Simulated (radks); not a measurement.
Values are calculated unless marked as measured or tabulated.
Ir1.25+, configuration [Xe] 4f14 6s2 5d(up 4.75, down 1) (fractional occupations, a model configuration). Code: a radial shooting solver on a logarithmic mesh with Libxc functionals. Model: scalar-relativistic Kohn-Sham, PBE, spin-polarised, spherical densities, point nucleus.

Unscreened Slater integrals over Kohn-Sham orbitals (cm^-1). They are taken over the spin-up orbitals.

integral    value
F0(6s,6s)   77693
F0(6s,5d)   90844
G2(6s,5d)   22763
F0(6s,5p)   96052
G1(6s,5p)  7604.5
F0(5d,5d)  125200
F2(5d,5d)   64912
F4(5d,5d)   42905
F0(5d,5p)  143630
F2(5d,5p)   70514
G1(5d,5p)   84178
G3(5d,5p)   52067
F0(5p,5p)  174920
F2(5p,5p)   94421

Derived for the open shells (J is the average intra-shell exchange parameter used in DFT+U). 5d: Racah B = F2/49 - 5 F4/441 = 838.3 cm^-1, C = 35 F4/441 = 3405 cm^-1, C/B = 4.06, F4/F2 = 0.661, J = (F2 + F4)/14 = 7701 cm^-1.
